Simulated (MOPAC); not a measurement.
Species: CHBrF, net charge 0, doublet state. SMILES: F[CH]Br

Atoms: C1, F2, Br3, H4. Bonds: C1-F2, C1-Br3, C1-H4.

Bond lengths (Å) and angles (degrees) optimised at PM6 with MOPAC; PM7 with MOPAC; MNDO with MOPAC, each started from the B3LYP-D3(BJ)/def2-TZVP structure (Ansatz) of the last column. A row stands for all coordinates that are equal there. No wavenumbers were computed at MNDO, so these may be saddle points.

```json
[
 {"coordinate": "C1-F2", "PM6": "1.312", "PM7": "1.302", "MNDO": "1.298", "B3LYP-D3(BJ)/def2-TZVP": "1.332"},
 {"coordinate": "C1-Br3", "PM6": "1.867", "PM7": "1.844", "MNDO": "1.822", "B3LYP-D3(BJ)/def2-TZVP": "1.880"},
 {"coordinate": "C1-H4", "PM6": "1.072", "PM7": "1.070", "MNDO": "1.085", "B3LYP-D3(BJ)/def2-TZVP": "1.084"},
 {"coordinate": "F2-C1-Br3", "PM6": "120.2", "PM7": "114.5", "MNDO": "120.8", "B3LYP-D3(BJ)/def2-TZVP": "115.2"},
 {"coordinate": "F2-C1-H4", "PM6": "117.0", "PM7": "121.2", "MNDO": "120.1", "B3LYP-D3(BJ)/def2-TZVP": "114.1"},
 {"coordinate": "Br3-C1-H4", "PM6": "122.7", "PM7": "124.3", "MNDO": "119.0", "B3LYP-D3(BJ)/def2-TZVP": "116.4"}
]
```

Mean signed difference of all 3 bond lengths from B3LYP-D3(BJ)/def2-TZVP: PM6 -0.015 Å, PM7 -0.027 Å, MNDO -0.030 Å.
